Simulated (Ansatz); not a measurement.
Relaxation of CH$_{4}$S$_{2}$Si (8 atoms, charge 0, multiplicity 1), to a largest force component of 0.015 eV/Å in at most 40 steps.

These are results of Ansatz, RKS LDA/def2-SVP, not measurements.

```xyz
8
Properties=species:S:1:pos:R:3
C -0.575 0.940 -0.367
Si 0.039 -0.654 0.428
S -0.819 -1.219 2.301
S 1.180 -0.490 2.226
H -1.478 0.761 -0.943
H -0.806 1.684 0.390
H 0.175 1.358 -1.035
H 0.422 -1.790 -0.384
```

Question: Where does it end, and by what steps?

Answer: It converged. After 5 steps the energy has fallen by 0.116 eV; H8 moved furthest, 0.10 Å.

```
step  energy less start (eV)  largest force component (eV/Å)  accepted
   0                  0.0000                           1.192       yes
   1                 -0.1043                           0.391       yes
   2                 -0.1152                           0.052       yes
   3                 -0.1155                           0.035       yes
   4                 -0.1155                           0.022       yes
   5                 -0.1156                           0.001       yes
```

```xyz
8
Properties=species:S:1:pos:R:3
C -0.567 0.915 -0.352
Si 0.029 -0.630 0.470
S -0.853 -1.205 2.307
S 1.205 -0.456 2.221
H -1.476 0.711 -0.957
H -0.808 1.670 0.425
H 0.213 1.324 -1.029
H 0.394 -1.741 -0.467
```

Whether the end is a true minimum wasn't checked by a vibrational analysis.

Time of the run: 19 s on 1 thread of Intel(R) Xeon(R) Processor @ 2.70GHz, with other jobs on the host, peak memory 0.13 GiB.
